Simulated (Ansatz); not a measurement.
Steps of a relaxation of CH6BFOSi, SMILES `CB(F)O[SiH3]` with RKS PBE-D4/def2-SVP.

```sh
$ ansatz run in.yaml --threads 4 --pin off --events-out ev --progress --plain --max-ram 10444MiB
```

```yaml
crystal:
  periodic: [false, false, false]
  atoms:
    - {symbol: C, position_ang: [-1.437600, -0.216100, 0.918200]}
    - {symbol: B, position_ang: [0.086200, 0.027400, 0.946800]}
    - {symbol: F, position_ang: [0.628300, 1.018300, 1.822800]}
    - {symbol: O, position_ang: [1.042300, -0.835200, 0.167000]}
    - {symbol: Si, position_ang: [1.248100, -0.038800, -1.338000]}
    - {symbol: H, position_ang: [-1.968300, 0.782900, 0.561500]}
    - {symbol: H, position_ang: [-1.826300, -0.422200, 1.926100]}
    - {symbol: H, position_ang: [-1.705100, -0.976200, 0.200200]}
    - {symbol: H, position_ang: [1.905000, 1.281200, -1.035700]}
    - {symbol: H, position_ang: [-0.024200, 0.176300, -2.007600]}
    - {symbol: H, position_ang: [2.117000, -0.854600, -2.140600]}
basis:
  gaussian: {orbitals: def2-SVP}
hamiltonian: {xc: pbe, dispersion: d4}
relax: {f_tol: 0.03, max_steps: 200}
```

Positions (Å) and forces (eV/Å) along the path, 13 of 27 steps:

```xyz
11
step=1 energy=-14436.8414 eV
C    -1.438   -0.216    0.918   -0.742    2.461   -0.601
B     0.086    0.027    0.947    3.086   -0.478    0.791
F     0.628    1.018    1.823   -0.850   -1.988   -1.899
O     1.042   -0.835    0.167   -2.224    2.632    1.292
Si    1.248   -0.039   -1.338    0.669    0.257    1.337
H    -1.968    0.783    0.561    0.799   -1.515    0.658
H    -1.826   -0.422    1.926   -0.158   -0.116    0.217
H    -1.705   -0.976    0.200   -0.345   -0.775   -0.411
H     1.905    1.281   -1.036   -0.053    0.088   -0.208
H    -0.024    0.176   -2.008   -0.885    0.140   -0.442
H     2.117   -0.855   -2.141    0.702   -0.707   -0.733
11
step=4 energy=-14437.5928 eV
C    -1.524   -0.216    1.013   -0.086   -0.043    0.146
B     0.034    0.029    0.979   -0.180    0.061    0.369
F     0.575    0.868    1.892   -0.064   -0.119   -0.123
O     0.887   -0.564    0.093    0.121    0.311   -0.554
Si    1.363    0.027   -1.428    0.207   -0.302    0.005
H    -2.081    0.720    0.780    0.104   -0.037   -0.008
H    -1.849   -0.497    2.040    0.061    0.044   -0.063
H    -1.873   -1.006    0.320    0.061    0.027   -0.053
H     2.108    1.328   -1.295   -0.062   -0.016    0.057
H     0.152    0.241   -2.300    0.001   -0.007    0.060
H     2.275   -0.988   -2.076   -0.162    0.080    0.165
11
step=8 energy=-14437.6830 eV
C    -1.602   -0.291    1.172    0.013    0.035    0.036
B    -0.108    0.143    0.939    0.091   -0.010    0.124
F     0.535    0.844    1.901   -0.060   -0.051   -0.138
O     0.580   -0.157   -0.193   -0.406   -0.032    0.471
Si    1.469    0.095   -1.561    0.260   -0.111   -0.576
H    -2.250    0.612    1.091    0.012   -0.059    0.024
H    -1.753   -0.690    2.198   -0.009    0.034   -0.056
H    -1.959   -1.032    0.432    0.007    0.012    0.012
H     2.412    1.257   -1.392   -0.033   -0.047   -0.048
H     0.517    0.338   -2.708    0.104    0.094    0.082
H     2.223   -1.176   -1.859    0.022    0.135    0.068
11
step=10 energy=-14437.7353 eV
C    -1.626   -0.318    1.268   -0.002    0.002   -0.008
B    -0.189    0.154    0.834    0.161   -0.007   -0.151
F     0.597    0.814    1.712   -0.004   -0.010   -0.036
O     0.280   -0.056   -0.428    0.252   -0.040   -0.310
Si    1.498    0.105   -1.605   -0.392    0.172    0.342
H    -2.305    0.561    1.248   -0.027    0.030   -0.005
H    -1.661   -0.705    2.307    0.056    0.005   -0.031
H    -2.045   -1.073    0.576   -0.003   -0.003    0.018
H     2.468    1.211   -1.280   -0.054   -0.035    0.047
H     0.800    0.441   -2.902    0.090   -0.106    0.140
H     2.249   -1.191   -1.710   -0.078   -0.007   -0.007
11
step=13 energy=-14437.7693 eV
C    -1.621   -0.312    1.276    0.048    0.000   -0.006
B    -0.198    0.134    0.764   -0.071    0.084    0.100
F     0.630    0.811    1.592   -0.003   -0.047   -0.069
O     0.207   -0.110   -0.510   -0.034   -0.029   -0.041
Si    1.488    0.118   -1.583   -0.013   -0.009    0.029
H    -2.297    0.572    1.282    0.032   -0.013    0.000
H    -1.594   -0.688    2.320    0.020    0.014   -0.050
H    -2.079   -1.075    0.618   -0.004    0.004    0.027
H     2.418    1.220   -1.150   -0.047   -0.024    0.011
H     0.875    0.452   -2.913    0.039    0.012    0.018
H     2.236   -1.179   -1.677    0.035    0.008   -0.018
11
step=14 energy=-14437.7795 eV
C    -1.619   -0.305    1.282    0.014    0.005   -0.010
B    -0.211    0.123    0.728   -0.056   -0.010    0.057
F     0.642    0.794    1.534    0.030   -0.020   -0.109
O     0.161   -0.147   -0.554    0.038    0.010   -0.021
Si    1.483    0.112   -1.578   -0.014    0.018    0.065
H    -2.280    0.589    1.314   -0.007    0.010    0.008
H    -1.555   -0.680    2.322    0.002   -0.003    0.007
H    -2.112   -1.062    0.644   -0.008   -0.006    0.001
H     2.360    1.227   -1.084   -0.006    0.000    0.006
H     0.926    0.456   -2.927    0.004   -0.001   -0.001
H     2.271   -1.163   -1.661    0.004   -0.002   -0.002
11
step=16 energy=-14437.7735 eV rejected
C    -1.617   -0.292    1.290   -0.176    0.113    0.100
B    -0.236    0.112    0.680    0.279   -0.432   -0.237
F     0.698    0.714    1.435    0.098    0.275    0.319
O     0.108   -0.174   -0.609   -0.196   -0.003   -0.147
Si    1.477    0.116   -1.564   -0.072   -0.004    0.019
H    -2.253    0.619    1.357   -0.039   -0.038    0.057
H    -1.519   -0.689    2.321    0.038    0.078   -0.003
H    -2.161   -1.032    0.677   -0.021   -0.028   -0.111
H     2.268    1.265   -1.022    0.073    0.068   -0.001
H     0.985    0.430   -2.946    0.000    0.000   -0.004
H     2.316   -1.126   -1.598    0.016   -0.028    0.009
11
step=17 energy=-14437.7853 eV
C    -1.619   -0.295    1.291    0.010   -0.011   -0.018
B    -0.229    0.088    0.668   -0.007    0.033    0.024
F     0.679    0.752    1.421   -0.027   -0.032   -0.025
O     0.096   -0.204   -0.625    0.035    0.023    0.019
Si    1.477    0.114   -1.562    0.012    0.006    0.003
H    -2.248    0.619    1.372    0.008    0.000   -0.007
H    -1.507   -0.679    2.325   -0.001   -0.011   -0.005
H    -2.173   -1.032    0.679    0.008    0.014    0.014
H     2.275    1.258   -1.002   -0.024   -0.020   -0.010
H     0.995    0.450   -2.941   -0.004   -0.008    0.002
H     2.320   -1.129   -1.606   -0.010    0.007    0.004
11
step=18 energy=-14437.7867 eV
C    -1.620   -0.293    1.289    0.004   -0.001   -0.005
B    -0.225    0.087    0.675   -0.003   -0.004   -0.010
F     0.694    0.715    1.443    0.004   -0.002    0.002
O     0.092   -0.174   -0.625   -0.001    0.001    0.010
Si    1.475    0.119   -1.565   -0.003    0.005    0.009
H    -2.236    0.627    1.391    0.000    0.002    0.002
H    -1.512   -0.706    2.313   -0.002   -0.003    0.000
H    -2.182   -1.008    0.659   -0.002    0.004    0.000
H     2.258    1.286   -1.036    0.001    0.001   -0.008
H     0.995    0.408   -2.955   -0.001   -0.003   -0.003
H     2.326   -1.118   -1.567    0.003    0.000    0.003
11
step=19 energy=-14437.7867 eV
C    -1.624   -0.287    1.286   -0.098   -0.004    0.057
B    -0.219    0.078    0.688    0.157   -0.047   -0.027
F     0.741    0.598    1.493   -0.101   -0.039   -0.117
O     0.076   -0.110   -0.632   -0.036    0.026    0.100
Si    1.467    0.135   -1.570    0.068    0.014   -0.086
H    -2.199    0.653    1.455    0.031   -0.095    0.010
H    -1.527   -0.780    2.279   -0.020    0.070   -0.104
H    -2.220   -0.933    0.609    0.052    0.070    0.060
H     2.208    1.372   -1.139   -0.026   -0.047   -0.008
H     1.003    0.292   -2.994    0.027   -0.026    0.118
H     2.360   -1.074   -1.453   -0.054    0.078   -0.003
11
step=21 energy=-14437.7906 eV
C    -1.623   -0.282    1.287    0.014    0.002    0.004
B    -0.219    0.055    0.670   -0.021   -0.002   -0.012
F     0.756    0.568    1.456    0.006   -0.005    0.011
O     0.058   -0.133   -0.652    0.015   -0.003   -0.014
Si    1.465    0.138   -1.565   -0.003    0.003    0.003
H    -2.178    0.664    1.470    0.000    0.001    0.003
H    -1.523   -0.775    2.275   -0.004   -0.001    0.001
H    -2.240   -0.912    0.620   -0.001    0.005   -0.001
H     2.170    1.388   -1.122   -0.003    0.006    0.000
H     1.022    0.278   -2.989   -0.007   -0.002   -0.004
H     2.378   -1.046   -1.430    0.004   -0.002    0.009
11
step=22 energy=-14437.7895 eV rejected
C    -1.626   -0.268    1.285   -0.025    0.014    0.006
B    -0.208    0.013    0.665    0.042    0.057   -0.112
F     0.825    0.383    1.468   -0.173   -0.086   -0.179
O     0.020   -0.078   -0.682    0.041    0.010    0.246
Si    1.453    0.164   -1.566    0.104   -0.026   -0.050
H    -2.113    0.702    1.545    0.061   -0.122   -0.027
H    -1.540   -0.838    2.235   -0.041    0.032   -0.051
H    -2.297   -0.808    0.584    0.096    0.082    0.104
H     2.071    1.497   -1.220   -0.049   -0.121   -0.058
H     1.053    0.130   -3.020    0.055    0.014    0.164
H     2.427   -0.956   -1.273   -0.110    0.146   -0.042
11
step=27 energy=-14437.7971 eV
C    -1.626   -0.258    1.286   -0.017   -0.020    0.008
B    -0.213   -0.012    0.650    0.012    0.022    0.009
F     0.835    0.309    1.446   -0.001   -0.005    0.005
O     0.013   -0.086   -0.692   -0.010   -0.008   -0.013
Si    1.453    0.170   -1.562   -0.001   -0.002   -0.005
H    -2.058    0.714    1.608    0.010   -0.010   -0.002
H    -1.554   -0.881    2.201   -0.005    0.011   -0.017
H    -2.336   -0.727    0.578    0.007    0.010    0.010
H     2.007    1.537   -1.274   -0.002   -0.005   -0.004
H     1.082    0.061   -3.010    0.006    0.000    0.009
H     2.463   -0.884   -1.210    0.000    0.006   -0.001
```

Hardware: 4 threads of an Arm Neoverse V1 on a shared host. Wall time 33 s, peak host memory 0.18 GiB.
